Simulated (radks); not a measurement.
Values are calculated unless marked as measured or tabulated.
Spin polarisation of the 4s1 shell in Ge3+. Start: [Ar] 3d10 4s(up 0.5, down 0.5); electrons of 4s are moved from spin down to spin up, other shells keep equal spins. Code: a radial shooting solver on a logarithmic mesh with Libxc functionals. Model: non-relativistic Kohn-Sham, PBE, spin-polarised, spherical densities, point nucleus.

moment (Bohr magnetons)  E - E(0) (eV)  e(4s up) (eV)  e(4s down) (eV)  3d down minus up (eV)
0                                0.000        -39.820          -39.820                  0.000
0.25                            -0.023        -40.006          -39.633                  0.068
0.5                             -0.093        -40.187          -39.445                  0.137
0.75                            -0.209        -40.362          -39.247                  0.205
1                               -0.375        -40.529          -38.938                  0.274

At moment 1 the spin-polarisation energy is -0.375 eV and the 4s exchange splitting 1.591 eV, that is 1.591 eV per Bohr magneton; E = -I m^2/4 would give I = 1.501 eV.
